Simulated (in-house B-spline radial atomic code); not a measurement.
**RPBE excitations of the arsenic ion As⁵⁺**

Method: RPBE. Computed with an all-electron radial atomic-structure program (B-spline basis): linear response of the closed shell [Ar] 3d10 with the functional's adiabatic kernel; scalar-relativistic (spin-free one-electron X2C), finite nucleus, no spin-orbit coupling, no double excitations, S, P, D and F terms only. Only terms of natural parity with L up to 3 were computed.

Command:
```bash
python run_td.py task.json out
```
Settings (radii: box in bohr, nucleus in fm):
```
Z                        33
electrons                28
configuration            [Ar] 3d10
hamiltonian              x2c
method                   rpbe,pbe
box_radius               16.35
rms_radius               4.0968
intervals                71
```

Run time, properties included: 1.5 s on 1 thread of Arm Neoverse N1, with other jobs on the host.

The lowest states, in the order of their Tamm-Dancoff energies; the method's threshold (minus the highest occupied level) is 107.11 eV. Labels give the largest channel, * marks a mixed state, and oscillator strengths are full-response dipole values. Semilocal kernels can invert the small singlet-triplet splittings of Rydberg terms. Energies in eV:

```json
{"state": "3d → 4s 3D", "full response": "36.54", "Tamm-Dancoff": "36.56", "oscillator strength": "-"}
{"state": "3d → 4s 1D", "full response": "?", "Tamm-Dancoff": "?", "oscillator strength": "-"}
{"state": "3d → 4p 3P", "full response": "49.59", "Tamm-Dancoff": "49.62", "oscillator strength": "-"}
{"state": "3d → 4p 3F", "full response": "49.73", "Tamm-Dancoff": "49.75", "oscillator strength": "-"}
{"state": "3d → 4p 1F", "full response": "50.22", "Tamm-Dancoff": "50.22", "oscillator strength": "-"}
{"state": "3d → 4p 1P", "full response": "51.37", "Tamm-Dancoff": "51.45", "oscillator strength": "0.539"}
{"state": "3d → 4d 3S", "full response": "68.35", "Tamm-Dancoff": "68.38", "oscillator strength": "-"}
{"state": "3d → 4d 3D", "full response": "69.12", "Tamm-Dancoff": "69.13", "oscillator strength": "-"}
{"state": "3d → 4d 1D", "full response": "?", "Tamm-Dancoff": "?", "oscillator strength": "-"}
{"state": "3d → 4d 1S", "full response": "73.98", "Tamm-Dancoff": "74.63", "oscillator strength": "-"}
```

Q: Where does 3d → 4d 1D lie?

A: At 69.74 eV in full response, 69.76 eV in Tamm-Dancoff.

Q: Where does 3d → 4s 1D lie?

A: At 37.26 eV in full response, 37.27 eV in Tamm-Dancoff.

Q: How large is the singlet-triplet splitting of 3d → 4s (D terms) in Tamm-Dancoff?

A: 0.714 eV, from the unrounded values.

Q: What polarisabilities and dispersion coefficient does the method give?

A: Dipole 0.5645 bohr³, quadrupole 0.6708 bohr⁵, C6 0.9399 hartree·bohr⁶ for two such species.
